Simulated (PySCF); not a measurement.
## How the method moves the HOMO and LUMO of `BNBCl`

Species: B2ClH4N.
Cartesian coordinates in Å at the PBE0-D3(BJ)/def2-SVP level; atoms count from 1:
```xyz
8
B2ClH4N angstrom
B     -1.172    0.678   -0.001
N      0.090    0.089   -0.267
B      1.270    0.301    0.488
Cl     2.761   -0.512    0.022
H     -2.105    0.419   -0.723
H     -1.282    1.422    0.942
H      0.163   -0.536   -1.066
H      1.275    1.025    1.446
```

Basis pcSseg-2 throughout (PySCF), one geometry. Geometry: PBE0-D3(BJ)/def2-SVP, one conformer, isolated molecule.

Task: How do the orbital energies, the gap and the dipole change with the method?

Result: 
```
   method                    kind  HOMO (eV)  LUMO (eV)  gap (eV)  μ (D)  SCF cycles
     BLYP                     GGA      -7.48      -2.27      5.21   1.00          14
    B97-D                     GGA      -7.61      -2.21      5.40   1.03          14
     OPBE                     GGA      -7.63      -2.29      5.34   1.04          15
      PBE                     GGA      -7.63      -2.45      5.18   1.02          14
     BP86                     GGA      -7.72      -2.50      5.22   1.02          14
      KT2                     GGA      -7.73      -2.40      5.33   1.00          15
      KT3                     GGA      -7.75      -2.31      5.44   1.01          14
      LDA                     LDA      -7.75      -2.74      5.01   1.03          14
    B97-2           global hybrid      -8.75      -1.41      7.34   1.06          13
    B3LYP           global hybrid      -8.75      -1.65      7.11   1.04          12
     PBE0           global hybrid      -9.01      -1.44      7.57   1.06          13
 mPW1PW91           global hybrid      -9.03      -1.44      7.60   1.06          13
BHandHLYP           global hybrid     -10.28      -0.35      9.93   1.09          12
CAM-B3LYP  range-separated hybrid     -10.41      -0.33     10.07   1.06          12
  wB97X-D  range-separated hybrid     -10.90       0.44     11.34   1.08          12
  LC-wPBE  range-separated hybrid     -11.83       0.81     12.64   1.09          12
       HF            Hartree–Fock     -12.31       2.09     14.41   1.19          10
```

The HOMO spans 4.83 eV, from BLYP down to HF, and the gap runs from 5.01 eV (LDA) to 14.41 eV (HF). Over the methods BLYP (0 %), B97-D (0 %), OPBE (0 %), PBE (0 %), BP86 (0 %), KT2 (0 %), KT3 (0 %), LDA (0 %), B97-2 (21 %), B3LYP (20 %), PBE0 (25 %), mPW1PW91 (25 %), BHandHLYP (50 %), HF (100 %), a straight line through the gap against the share of exact exchange rises by 0.92 eV for each 10 % (correlation coefficient 0.999). The dipole ranges from 1.00 D (KT2) to 1.19 D (HF). This basis has no diffuse functions.

The vertical ΔSCF ionisation energy at B3LYP/def2-SVPD is 11.25 eV; −ε(HOMO) comes closest to it with wB97X-D (10.90 eV).
